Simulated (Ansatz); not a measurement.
Basis-set extrapolation for C₅HBCl₂F₆O₂, SMILES `FC(F)(F)C1=CC(C(F)(F)F)=[O+][B-](Cl)(Cl)O1` (PBE0-D4/def2-TZVP geometry, frozen core, the Gaussian-basis code of Ansatz). Multiplicity 1, RHF reference.

```
                       def2-TZVPP    def2-QZVPP
                 HF  -1880.534751  -1880.600423
    MP2 correlation     -3.177359     -3.454334
CCSD(T) correlation     -3.338404       not run
```

Energies in hartree. Use E(X) = E(∞) + A·exp(−7.88·√X) for Hartree–Fock and E(X) = E(∞) + B·X^(−2.97) for correlation, with X = 3 and 4, and add CCSD(T) minus MP2 of the smaller set to the MP2 limit.

**Question.** What is the CCSD(T) energy at the basis-set limit?

**Answer.** HF limit: -1880.600423 + (-0.065672) × 0.13774 = -1880.60947. MP2 limit: -3.454334 + (-0.276975) × 0.74074 = -3.65950. Higher-order term: -3.338404 − (-3.177359) = -0.16105. Total: -1884.43002 hartree, 1462.0 kJ/mol below CCSD(T)/def2-TZVPP.
